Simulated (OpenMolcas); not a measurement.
Computed transition rates of Ni⁶⁺

| Quantity | Value |
| --- | --- |
| Program | OpenMolcas |
| Method | MS-CASPT2, IPEA 0.25 Eh, imaginary shift 0.1 Eh (closed shells correlated: 3s 3p) |
| Basis | ANO-R3 [7s5p5d3f2g1h] |
| Scalar Hamiltonian | X2C, finite nucleus |
| Active space | 4 electrons in 5 orbitals (3d) |
| State averaging | 2S+1 = 5 even, 5 roots; 2S+1 = 3 even, 45 roots; 2S+1 = 1 even, 50 roots |
| Spin-orbit coupling | state interaction with AMFI integrals over the reference wave functions, term energies averaged over their components |

Rates come from the transition moments of the reference wave functions (E1 and E2 in the length form). At fixed line strength A goes as λ^-3 for E1 and M1 and as λ^-5 for E2, so a rate at the computed wavelength can be rescaled to the measured one. Measured vacuum wavelengths follow from level energies in Corliss and Sugar, J. Phys. Chem. Ref. Data 10, 197 (1981). Branching counts decays inside the model space alone, at computed energies, and the table is only a selection of the M1 lines, drawn from those between levels with measured partners whose computed energy lies within a factor of 1.5 of the measured one.

```json
{"Upper": "3d4 3P0(1)", "Lower": "3d4 5D1", "Type": "M1", "λ computed (nm)": "333.9", "λ measured (nm)": "335.6", "A computed (s-1)": "6.57e+00", "A rescaled (s-1)": "", "Branching %": "100.0"}
{"Upper": "3d4 3P1(1)", "Lower": "3d4 5D2", "Type": "M1", "λ computed (nm)": "321.4", "λ measured (nm)": "322.2", "A computed (s-1)": "5.06e+00", "A rescaled (s-1)": "", "Branching %": "88.9"}
{"Upper": "3d4 3F4(1)", "Lower": "3d4 5D4", "Type": "M1", "λ computed (nm)": "308.8", "λ measured (nm)": "310.7", "A computed (s-1)": "3.46e+00", "A rescaled (s-1)": "", "Branching %": "80.9"}
{"Upper": "3d4 3P2(1)", "Lower": "3d4 5D3", "Type": "M1", "λ computed (nm)": "302.2", "λ measured (nm)": "302.7", "A computed (s-1)": "3.38e+00", "A rescaled (s-1)": "", "Branching %": "89.5"}
{"Upper": "3d4 3F3(1)", "Lower": "3d4 5D3", "Type": "M1", "λ computed (nm)": "302.9", "λ measured (nm)": "304.9", "A computed (s-1)": "2.06e+00", "A rescaled (s-1)": "", "Branching %": "65.1"}
{"Upper": "3d4 3F2(1)", "Lower": "3d4 5D2", "Type": "M1", "λ computed (nm)": "297", "λ measured (nm)": "299", "A computed (s-1)": "9.31e-01", "A rescaled (s-1)": "", "Branching %": "58.2"}
{"Upper": "3d4 3F3(1)", "Lower": "3d4 5D2", "Type": "M1", "λ computed (nm)": "296.1", "λ measured (nm)": "298.4", "A computed (s-1)": "8.10e-01", "A rescaled (s-1)": "", "Branching %": "25.6"}
{"Upper": "3d4 3F2(1)", "Lower": "3d4 5D1", "Type": "M1", "λ computed (nm)": "292.2", "λ measured (nm)": "294.4", "A computed (s-1)": "5.25e-01", "A rescaled (s-1)": "", "Branching %": "32.8"}
{"Upper": "3d4 3G5", "Lower": "3d4 3H5", "Type": "M1", "λ computed (nm)": "1382", "λ measured (nm)": "1437", "A computed (s-1)": "2.22e-01", "A rescaled (s-1)": "", "Branching %": "35.5"}
{"Upper": "3d4 3G4", "Lower": "3d4 5D4", "Type": "M1", "λ computed (nm)": "272.2", "λ measured (nm)": "275.1", "A computed (s-1)": "2.13e-01", "A rescaled (s-1)": "", "Branching %": "39.4"}
{"Upper": "3d4 3G5", "Lower": "3d4 3H6", "Type": "M1", "λ computed (nm)": "1526", "λ measured (nm)": "1570", "A computed (s-1)": "1.99e-01", "A rescaled (s-1)": "", "Branching %": "31.8"}
{"Upper": "3d4 3G5", "Lower": "3d4 3F4(1)", "Type": "M1", "λ computed (nm)": "2043", "λ measured (nm)": "2141", "A computed (s-1)": "1.92e-01", "A rescaled (s-1)": "", "Branching %": "30.8"}
{"Upper": "3d4 3G3", "Lower": "3d4 3F3(1)", "Type": "M1", "λ computed (nm)": "2514", "λ measured (nm)": "2602", "A computed (s-1)": "1.77e-01", "A rescaled (s-1)": "", "Branching %": "23.9"}
{"Upper": "3d4 3G3", "Lower": "3d4 3H4", "Type": "M1", "λ computed (nm)": "1496", "λ measured (nm)": "1541", "A computed (s-1)": "1.63e-01", "A rescaled (s-1)": "", "Branching %": "22.0"}
{"Upper": "3d4 3G3", "Lower": "3d4 5D3", "Type": "M1", "λ computed (nm)": "270.3", "λ measured (nm)": "272.9", "A computed (s-1)": "1.61e-01", "A rescaled (s-1)": "", "Branching %": "21.7"}
{"Upper": "3d4 3G3", "Lower": "3d4 3F2(1)", "Type": "M1", "λ computed (nm)": "2454", "λ measured (nm)": "2556", "A computed (s-1)": "1.48e-01", "A rescaled (s-1)": "", "Branching %": "19.9"}
{"Upper": "3d4 3G4", "Lower": "3d4 3F4(1)", "Type": "M1", "λ computed (nm)": "2299", "λ measured (nm)": "2398", "A computed (s-1)": "1.26e-01", "A rescaled (s-1)": "", "Branching %": "23.3"}
{"Upper": "3d4 3G4", "Lower": "3d4 3H4", "Type": "M1", "λ computed (nm)": "1360", "λ measured (nm)": "1414", "A computed (s-1)": "1.15e-01", "A rescaled (s-1)": "", "Branching %": "21.3"}
{"Upper": "3d4 3H4", "Lower": "3d4 5D4", "Type": "M1", "λ computed (nm)": "340.4", "λ measured (nm)": "341.5", "A computed (s-1)": "5.59e-02", "A rescaled (s-1)": "", "Branching %": "83.4"}
{"Upper": "3d4 5D4", "Lower": "3d4 5D3", "Type": "M1", "λ computed (nm)": "10740", "λ measured (nm)": "11470", "A computed (s-1)": "2.18e-02", "A rescaled (s-1)": "1.79e-02", "Branching %": "100.0"}
{"Upper": "3d4 5D3", "Lower": "3d4 5D2", "Type": "M1", "λ computed (nm)": "13210", "λ measured (nm)": "13970", "A computed (s-1)": "2.01e-02", "A rescaled (s-1)": "1.70e-02", "Branching %": "100.0"}
{"Upper": "3d4 5D2", "Lower": "3d4 5D1", "Type": "M1", "λ computed (nm)": "18400", "λ measured (nm)": "19050", "A computed (s-1)": "9.10e-03", "A rescaled (s-1)": "8.20e-03", "Branching %": "100.0"}
{"Upper": "3d4 3H5", "Lower": "3d4 3H4", "Type": "M1", "λ computed (nm)": "15150", "λ measured (nm)": "16290", "A computed (s-1)": "7.42e-03", "A rescaled (s-1)": "5.97e-03", "Branching %": "97.4"}
{"Upper": "3d4 3H6", "Lower": "3d4 3H5", "Type": "M1", "λ computed (nm)": "14630", "λ measured (nm)": "16920", "A computed (s-1)": "6.98e-03", "A rescaled (s-1)": "4.51e-03", "Branching %": "99.4"}
{"Upper": "3d4 5D1", "Lower": "3d4 5D0", "Type": "M1", "λ computed (nm)": "34790", "λ measured (nm)": "35840", "A computed (s-1)": "1.28e-03", "A rescaled (s-1)": "1.17e-03", "Branching %": "100.0"}
```

Spin-changing lines and M1 lines between different terms are not rescaled, since their strength hangs on the term gaps too.

The largest correction is for 3d4 3H6 → 3d4 3H5 (M1): 6.98e-03 × (14630 / 16920)^3 = 4.51e-03 s-1, a factor of 0.65.

The computed rate and branching of 3d4 5D1 → 3d4 5D0 give the upper level a radiative lifetime of 1.000 / 1.28e-03 s-1 = 7.81e+02 s, counting decays inside the model space alone. The rescaled rate gives about 8.5e+02 s.

These are rates of the free ion; in crystals, glasses and complexes forced electric-dipole and non-radiative decay shorten such lifetimes by orders of magnitude. No measured rate stands beside these. Rescaling mends the energy factor alone: line strengths can still be far off where a level mixes with configurations outside the active space, and weak or spin-changing lines hang on small mixing coefficients that depend on the term gaps too, so rescaling need not improve them.

CASPT2 does not keep the components of a term degenerate, so their means are used; among the terms shown or strongly mixed into the levels shown the widest spread is 160 cm-1 (3d4 3G). Computed and measured levels are paired by configuration, term and J; levels that our copy of the source lacks, or whose pairing is in doubt (as where it misses far off the trend of its configuration), stay unpaired. Levels of configurations outside the active space are missing.

A number in round brackets counts repeated terms of one configuration in the order of the reference energies.
